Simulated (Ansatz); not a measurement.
sulfur difluoride (SMILES FSF) moved off its minimum; all values from Ansatz (a first-principles code), cores frozen in correlated methods.
(charge 0, multiplicity 1)
```xyz
3

F     -1.26112    -0.48313     0.03151
S      0.04964     0.53016     0.04869
F      1.17769    -0.40969    -0.11387
```

```csv
level,largest force (eV/Å),on atom,rms difference from CCSD(T)/aug-cc-pV(T+d)Z (eV/Å),dipole (D)
HF/def2-TZVPP,4.96,S2,0.913,1.46
PBE/def2-TZVPP,6.09,S2,0.385,1.05
r2SCAN/def2-TZVPP,5.67,S2,0.058,1.07
B3LYP/def2-TZVPP,5.73,S2,0.116,1.20
wB97M-V/def2-TZVPP,5.64,S2,0.098,1.23
MP2/aug-cc-pV(T+d)Z,5.63,S2,0.048,1.14
CCSD(T)/aug-cc-pV(T+d)Z,5.70,S2,0.000,1.13
```

The differences count from one level among others, with limits of its own. Forces at CCSD(T)/aug-cc-pV(T+d)Z (eV/Å):

```json
[
 {"atom": "F1", "Fx": "1.177", "Fy": "0.480", "Fz": "-0.027"},
 {"atom": "S2", "Fx": "-4.790", "Fy": "3.030", "Fz": "0.596"},
 {"atom": "F3", "Fx": "3.613", "Fy": "-3.510", "Fz": "-0.570"}
]
```
